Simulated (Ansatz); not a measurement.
`F[Si](F)(F)[Ge]([F])([F])[Si](F)(F)F`, 11 atoms. Total charge 0; spin multiplicity 1. Correlated methods include outer-core shells of Ge, which these sets cover unevenly. Scalar relativity is left out up to krypton. Hardware: A = 4 threads of an AMD EPYC 7R13 on a shared host; B = 4 threads of an AMD EPYC 7R13 on a shared host and a share of an NVIDIA H100 80 GB. Correlated methods freeze the cores.

(1) How many basis functions does each run have, and how long does it take in Ansatz? RKS r2SCAN-D4/def2-TZVPP energy and forces [B]; RHF-CCSD(T)/def2-TZVPP energy [B]; RKS ωB97X-V/def2-TZVPP energy [B]; RKS PBE0-D4/def2-SVP energy [A]; RKS PBE-QIDH (frozen core)/def2-TZVPP energy [B]; direct RPA on PBE orbitals/def2-TZVPP energy [B]; RKS PBE0-D4/def2-QZVPP energy [B]; RHF-CCSD(T)/def2-SVP energy [B]; RKS PBE0-D4/def2-TZVP frequencies [B]; RKS ωB97M-V/def2-QZVPP energy [B]; RKS PBE0-D4/def2-TZVP relaxation (7 steps) [B]; RKS ωB97M-V/def2-SVP energy [A]. (Estimate.)

## Answers

(1) The calculation gave: Other jobs shared the machine, so times are rough.

```
                                level                       job  functions  wall time  peak host memory (GiB)
                 RKS PBE0-D4/def2-SVP                energy [A]        180      3.1 s                    0.67
               RKS PBE0-D4/def2-QZVPP                energy [B]        685        7 s                     1.2
RKS PBE-QIDH (frozen core)/def2-TZVPP                energy [B]        380        7 s                     1.6
direct RPA on PBE orbitals/def2-TZVPP                energy [B]        380        7 s                     1.6
                 RHF-CCSD(T)/def2-SVP                energy [B]        180        8 s                     0.8
             RKS r2SCAN-D4/def2-TZVPP     energy and forces [B]        380      8.5 s                    0.92
               RKS ωB97X-V/def2-TZVPP                energy [B]        380        9 s                    0.97
                 RKS ωB97M-V/def2-SVP                energy [A]        180      9.5 s                    0.94
               RKS ωB97M-V/def2-QZVPP                energy [B]        685       11 s                     1.4
                RKS PBE0-D4/def2-TZVP  relaxation (7 steps) [B]        370       25 s                     1.1
               RHF-CCSD(T)/def2-TZVPP                energy [B]        380       53 s                    0.88
                RKS PBE0-D4/def2-TZVP           frequencies [B]        370    2.2 min                     1.1
```
